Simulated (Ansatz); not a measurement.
Single points on Li₂Br₂.

```yaml
crystal:
  periodic: [false, false, false]
  atoms:
    - {symbol: Li, position_ang: [1.212266, -0.490388, 0.280045]}
    - {symbol: Li, position_ang: [-1.212219, 0.490517, -0.279905]}
    - {symbol: Br, position_ang: [-0.797585, -1.287917, 1.196706]}
    - {symbol: Br, position_ang: [0.797538, 1.287788, -1.196847]}
basis:
  gaussian: {orbitals: def2-TZVP, initial_orbitals: start.molden}
magnetization: {spin_polarized: true, initial_magnetization: 0}
hamiltonian: {xc: pbe0, dispersion: d4}
output: {orbitals: {seedname: orbitals}}
```

The file start.molden holds the orbitals of an earlier run on this structure, at another level or in another basis.

```sh
$ ansatz run in.yaml --threads 2 --pin off --events-out ev --progress --plain --max-ram 4352MiB
```

Output, abridged:

```
Functional definition: PBE0
948 factors; integrals over basis functions are off by at most 6.8e-4 eV
mean field evaluation 1: about -140490.0815 eV, gradient 1.2e2 eV
mean field evaluation 2: about -140490.8437 eV, gradient 2.1e0 eV
mean field evaluation 4: about -140490.9055 eV, gradient 1.8e-1 eV
mean field evaluation 8: about -140490.9057 eV, gradient 2.3e-5 eV
mean field evaluation 16: about -140490.9057 eV, gradient 2.9e-2 eV
mean field -140490.90572865 eV, -5162.9455573719 hartree, gradient 2.3e-5 eV, S^2 0.000000; 1 other end points of the search recorded, 0 dependent functions left out
reference -140490.90575846 eV, -5162.9455584672 hartree; 38, 38 occupied and 86, 86 virtual orbitals, 948 factors
Total energy: -140490.97504344 eV, -5162.9481046434 hartree
```

Run time 6.5 s (2 threads of Arm Neoverse V1 on a shared host).

First input, but with `hamiltonian: {xc: pbe, dispersion: d4}`, `scf: {omitted_lower_state_checks: [starts]}` (abridged; 3.1 s):

```
Functional definition: PBE
mean field -140485.66495653 eV, -5162.7529625487 hartree, gradient 5.4e-6 eV, S^2 0.000000
Total energy: -140485.74484566 eV, -5162.7558984199 hartree
Checks for a lower state left out: starts
```

First input, but with `hamiltonian: {xc: r2scan, dispersion: d4}`, `scf: {omitted_lower_state_checks: [starts]}` (abridged; 7 s):

```
Functional definition: r2SCAN
mean field -140507.11504161 eV, -5163.5412386359 hartree, gradient 2.2e-5 eV, S^2 0.000000
Total energy: -140507.13143283 eV, -5163.5418410023 hartree
Checks for a lower state left out: starts
```

Geometry: PBE0-D4/def2-TZVP, that of the neutral singlet.

The structure comes from a short search, and lower isomers may exist.
